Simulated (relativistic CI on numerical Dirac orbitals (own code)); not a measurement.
**Ca4+: computed level list**

Calculated at this level of theory: Dirac-Coulomb-Breit CI, separate exchange-only KLI orbitals for each configuration, model QED (radiative potential, 1s self-energy scaled to tabulated hydrogen-like ionisation energies), valence Slater integrals scaled by 0.85, P86 correlation energy added to each configuration (own radial code, finite nucleus).

Configurations in the expansion (outside the closed core [Ne]): 3s²3p⁴, 3s3p⁵, 3s²3p³3d, 3p⁶, 3s3p⁴3d, 3s²3p³4s, 3s²3p³4p, 3s²3p³4d, 3p⁵3d, 3s3p³3d², 3s²3p³4f, 3s²3p³5s, 3s²3p³5p, 3s3p⁴4s, 3s²3p³5d, 3s²3p³5f, 3s²3p³6s, 3s²3p³5g, 3s²3p³6p, 3s3p⁴4p, 3s²3p³6d, 3s3p⁴4d, 3s3p⁴4f, 3s3p⁴5s, 3s²3p²3d4p, 3s3p⁴5p, 3s3p⁴5d, 3s3p⁴5f, 3s3p⁴6s, 3s3p⁴5g, 3s3p⁴6p, 3s3p⁴6d, 3p⁵4s, 3s²3p²3d², 3s²3p3d³, 3s3p²3d³, 3s²3p3d²4s, 3s²3p3d²4p, 3s²3p3d²4d, 3p⁴3d², 3p³3d³, 3p³3d²4s, 3p³3d²4p, 3p³3d²4d, 3s²3p²3d4s, 3s3p²3d²4s, 3s²3p3d4s², 3s²3p3d4s4p, 3s²3p3d4s4d. Double excitations out of closed p, d and f shells are left out; levels of such configurations are missing from the list, as are those of other unlisted configurations, and high levels can miss mixing partners. These lack a partner that the ground configuration has and come out too high: 3s²3p³4f, 3s²3p³5s, 3s²3p³5p, 3s²3p³5d, 3s²3p³5f.

The lowest level is 3s²3p⁴ ³P2, with 96 % of that term; Hund's rules for 3s²3p⁴ give ³P with J = 2, in agreement.

```tsv
No.	Configuration	Term	J	E (eV)	%	Next component (%)	Lifetime (s)
1	3s²3p⁴	³P	2	0.0000	96	2 3s3p⁴3d ³P	
2	3s²3p⁴	³P	1	0.2963	97	2 3s3p⁴3d ³P	3.28e+00
3	3s²3p⁴	³P	0	0.4016	96	2 3s3p⁴3d ³P	3.05e+01
4	3s²3p⁴	¹D	2	2.2547	96	2 3s3p⁴3d ¹D	4.42e-01
5	3s²3p⁴	¹S	0	5.1142	94	2 3s²3p²3d² ¹S	4.01e-02
6	3s3p⁵	³P°	2	19.9214	78	19 3s²3p³3d ³P°	9.26e-10
7	3s3p⁵	³P°	1	20.1787	78	19 3s²3p³3d ³P°	9.09e-10
8	3s3p⁵	³P°	0	20.3192	78	19 3s²3p³3d ³P°	9.05e-10
9	3s3p⁵	¹P°	1	25.1878	54	44 3s²3p³3d ¹P°	3.39e-10
10	3s²3p³3d	⁵D°	0	26.5190	97	2 3s3p³3d² ⁵D°	1.25e-07
11	3s²3p³3d	⁵D°	1	26.5206	97	2 3s3p³3d² ⁵D°	1.43e-07
12	3s²3p³3d	⁵D°	2	26.5235	97	2 3s3p³3d² ⁵D°	2.08e-07
13	3s²3p³3d	⁵D°	3	26.5278	97	2 3s3p³3d² ⁵D°	4.84e-07
14	3s²3p³3d	⁵D°	4	26.5357	97	2 3s3p³3d² ⁵D°	
15	3s²3p³3d	³D°	2	28.4910	95	2 3s3p³3d² ³D°	6.71e-08
16	3s²3p³3d	³D°	3	28.4960	96	2 3s3p³3d² ³D°	1.95e-07
17	3s²3p³3d	³D°	1	28.5343	97	2 3s3p³3d² ³D°	5.58e-08
18	3s²3p³3d	³F°	2	29.2206	95	2 3s3p³3d² ³F°	7.12e-07
19	3s²3p³3d	¹S°	0	29.2276	96	3 3s3p³3d² ¹S°	1.44e-07
20	3s²3p³3d	³F°	3	29.3091	96	2 3s3p³3d² ³F°	2.66e-07
21	3s²3p³3d	³F°	4	29.4184	96	2 3s3p³3d² ³F°	1.53e-01
22	3s²3p³3d	³G°	3	30.9785	96	2 3s3p³3d² ³G°	1.37e-07
23	3s²3p³3d	³G°	4	30.9946	96	2 3s3p³3d² ³G°	3.16e+00
24	3s²3p³3d	³G°	5	31.0196	98	2 3s3p³3d² ³G°	5.08e+00
25	3s²3p³3d	¹G°	4	31.6866	96	2 3s3p³3d² ¹G°	1.13e+00
26	3s²3p³3d	¹D°	2	32.0108	95	1 3s3p³3d² ¹D°	1.89e-09
27	3s²3p³3d	³F°	4	33.1029	94	2 ¹G°	1.63e-02
28	3s²3p³3d	³F°	3	33.1479	95	1 3p⁵3d ³F°	6.49e-08
29	3s²3p³3d	³F°	2	33.2073	95	2 ³D°	7.50e-08
30	3s²3p³3d	³P°	0	33.2512	95	2 3s3p³3d² ³P°	2.59e-09
31	3s²3p³3d	³P°	1	33.3332	87	8 ³D°	1.27e-09
32	3s²3p³3d	³D°	1	33.3528	88	8 ³P°	2.19e-09
33	3s²3p³3d	³D°	2	33.5167	82	13 ³P°	1.43e-09
34	3s²3p³3d	³P°	2	33.5486	82	13 ³D°	1.00e-09
35	3s²3p³3d	³D°	3	33.7453	95	2 3s3p³3d² ³D°	2.68e-09
36	3s²3p³3d	¹F°	3	35.7505	95	2 3s3p³3d² ¹F°	2.23e-08
37	3s²3p³3d	³P°	2	36.8252	77	18 3s3p⁵ ³P°	1.59e-11
38	3s²3p³3d	³S°	1	36.8440	80	13 ³P°	1.92e-11
39	3s²3p³3d	³P°	1	36.9909	50	16 ³S°	1.67e-11
40	3s²3p³3d	³P°	0	37.1197	77	18 3s3p⁵ ³P°	1.55e-11
41	3s²3p³3d	¹P°	1	37.2397	45	31 3s3p⁵ ¹P°	1.77e-11
42	3s²3p³3d	³D°	3	38.1894	94	2 3s3p³3d² ³D°	1.37e-11
43	3s²3p³3d	³D°	2	38.3964	94	2 3s3p³3d² ³D°	1.38e-11
44	3s²3p³3d	³D°	1	38.5304	94	2 3s3p³3d² ³D°	1.38e-11
45	3s²3p³3d	¹D°	2	39.6785	95	1 3s²3p3d³ ¹D°	1.75e-11
46	3s²3p³3d	¹F°	3	40.5941	94	2 3s3p³3d² ¹F°	1.25e-11
47	3s²3p³3d	¹P°	1	42.4924	91	3 3s3p⁵ ¹P°	1.52e-11
48	3p⁶	¹S	0	43.7858	50	41 3s3p⁴3d ¹S	4.36e-10
49	3s²3p³4s	⁵S°	2	43.8590	98	1 3s²3p3d²4s ⁵S°	3.05e-08
50	3s3p⁴3d	⁵D	4	44.2068	89	9 3s²3p²3d² ⁵D	2.60e-09
51	3s3p⁴3d	⁵D	3	44.2365	89	9 3s²3p²3d² ⁵D	2.56e-09
52	3s3p⁴3d	⁵D	2	44.2680	89	9 3s²3p²3d² ⁵D	2.54e-09
53	3s3p⁴3d	⁵D	1	44.2936	89	9 3s²3p²3d² ⁵D	2.52e-09
54	3s3p⁴3d	⁵D	0	44.3079	89	9 3s²3p²3d² ⁵D	2.52e-09
55	3s²3p³4s	³S°	1	45.1143	97	1 3s²3p3d²4s ³S°	3.88e-11
56	3s3p⁴3d	⁵F	5	47.2536	92	6 3s²3p²3d² ⁵F	8.06e-10
57	3s3p⁴3d	⁵F	4	47.3589	92	6 3s²3p²3d² ⁵F	8.01e-10
58	3s3p⁴3d	⁵F	3	47.4385	92	6 3s²3p²3d² ⁵F	7.96e-10
59	3s²3p³4s	³D°	1	47.4436	94	2 ³P°	1.40e-10
60	3s²3p³4s	³D°	2	47.4560	93	4 ³P°	1.45e-10
61	3s3p⁴3d	⁵F	2	47.4955	92	6 3s²3p²3d² ⁵F	7.92e-10
62	3s²3p³4s	³D°	3	47.5124	98	1 3s²3p3d²4s ³D°	1.47e-10
63	3s3p⁴3d	⁵F	1	47.5323	92	6 3s²3p²3d² ⁵F	7.89e-10
64	3s3p⁴3d	⁵P	1	47.8210	86	10 3s²3p²3d² ⁵P	7.17e-10
65	3s3p⁴3d	⁵P	2	47.8939	85	10 3s²3p²3d² ⁵P	7.05e-10
66	3s3p⁴3d	⁵P	3	48.0106	86	10 3s²3p²3d² ⁵P	6.77e-10
67	3s²3p³4s	¹D°	2	48.0773	89	7 ³P°	5.31e-11
68	3s3p⁴3d	³P	0	48.6646	82	15 3s²3p²3d² ³P	1.43e-09
69	3s²3p³4s	³P°	0	48.6917	96	1 3p⁵4s ³P°	1.46e-10
70	3s²3p³4s	³P°	1	48.7260	93	2 ³D°	1.44e-10
```

Energies count from the lowest computed level; ° marks odd parity; lifetimes are radiative, by E1, M1, E2 decay to levels of this space only; some are left blank where a channel outside the calculation adds to the decay or the decay crosses a small, uncertain gap.

The mean weight of the leading LS term, summed over parents, in these 70 levels is 89 %, and that of the leading jj configuration (from the same eigenvectors) 51 %, so LS coupling describes them better.

At this charge configurations can still be misplaced by up to about 7 % of their energy. 20 of the 27 excited levels that our extract of the measured tables holds in this range could be paired (the sources list more); they are missed by 11040 cm⁻¹ on average and 27626 at most, and levels without a partner can miss by more.

Landé's interval rule says that E(J) − E(J−1) = AJ with one A. For the ground term the intervals give A = -849.1, -1195.1 cm⁻¹ for J = 1, 2; the multiplet is inverted.

LS names give the leading component of a level, which can be under half, so a name can repeat, a term be missing and a line seem to break the LS rules.
